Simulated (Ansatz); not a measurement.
H3InS2 (`[SH][InH][SH]`). The species carries charge 0 and has multiplicity 1. In: def2 effective core potential.

Cartesian coordinates in Å:
```
S -0.361 0.877 1.627
In -0.237 0.053 -0.604
S 1.373 -1.674 -0.886
H -1.325 1.769 1.346
H -1.198 0.631 -1.888
H 1.748 -1.655 0.404
```

Problem. List the harmonic frequencies (cm⁻¹, unscaled) at PBE0-D4/def2-TZVP in Ansatz. (An estimate is asked.)

Solution. The calculation gave: 88, 223, 244, 345, 355, 410, 454, 661, 680, 1871, 2713, 2714.

Problem. Is this a minimum?

Solution. Yes, all 12 modes are real.

Problem. Give the ideal-gas thermochemistry at 298.15 K and 1 bar (rigid rotor, harmonic oscillator; point group Cs, symmetry number 1).

Solution. Zero-point energy 64.3 kJ/mol; H(298) − E = 83.0 kJ/mol; entropy 338.7 J/(mol·K), of which translation 173.8, rotation 114.1, vibration 50.8; G(298) − E = -18.0 kJ/mol. Modes under 100 cm⁻¹ are hindered rotations or soft bends, so the harmonic entropy is rough.
